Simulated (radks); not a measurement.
Question: Neutral lithium, [He] 2s1. Calculated with a radial shooting solver on a logarithmic mesh with Libxc functionals: non-relativistic Kohn-Sham, exchange-only PBE, spin-polarised, spherical densities, point nucleus. Every spin shell is full or empty, so the densities are truly spherical. Functionals are evaluated on that one density, not self-consistently. Rank these exchange functionals by their error against the exact value of the orbitals, and give that value: LDA, PW86, OPTX, WC, G96, APBE, revTPSS, r2SCAN.

Answer: Exact: -1.76643 hartree. From best to worst, with 100 (|E| - |E exact|)/|E exact| (equal figures are ties): G96 +0.07, OPTX +0.11, r2SCAN +0.16, revTPSS +0.36, APBE +0.55, PW86 +0.75, WC -3.16, LDA -13.49.
